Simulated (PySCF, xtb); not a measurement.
C2H4ClFSi, SMILES C=C[Si@H](F)Cl. One conformer was computed; it need not be the lowest.

Harmonic wavenumbers (cm⁻¹) from xtb 6.7.1 with GFN2-xTB at its own minimum, in rising order: 48, 125, 169, 206, 359, 480, 526, 644, 652, 727, 820, 928, 1014, 1028, 1280, 1415, 1661, 2352, 3040, 3084, 3115.

Q: What does PBE-D3(BJ)/def2-SVP run with PySCF give at its own minimum? (An estimate is asked for; the answer gives what the named calculation found.)

A: 82, 148, 194, 254, 388, 496, 558, 674, 790, 802, 885, 963, 975, 1000, 1227, 1368, 1618, 2211, 3058, 3081, 3155. Paired by order, the mean absolute difference is 46 cm⁻¹ and the zero-point energies are 33.8 and 34.2 kcal/mol.
